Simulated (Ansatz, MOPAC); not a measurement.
Complex: H2O (SMILES O) (first 3 atoms) with HBr (SMILES Br); geometry from B3LYP-D3(BJ)/def2-TZVP, rigid monomers moved along the line of their centres of mass till O1···H5 is 2.62 Å.
(charge 0, multiplicity 1):
```xyz
5

O     -0.1819     0.3920     0.4709
H      0.7398     0.4738     0.2009
H     -0.5018     1.2918     0.6020
Br    -0.5182    -1.7883     3.8857
H     -0.4329    -1.0514     2.6422
```

Monomers are frozen at their geometry in the pair; levels with a basis set take the counterpoise correction.

Frozen-core correlation. Filled d and f shells under p-block atoms count as core. The state that AM1, PM6 reach isn't checked.

Codes used: Ansatz (a quantum-chemistry and plane-wave program); MOPAC for AM1, PM6 (differences of heats of formation). 

Problem. Estimate the interaction energy that AM1 returns for this input.

Solution. -1.9 kcal/mol

Problem. Estimate the interaction energy that CCSD/aug-cc-pVTZ returns for this input.

Solution. -2.8 kcal/mol

Problem. Predict the interaction energy from PM6.

Solution. -2.2 kcal/mol
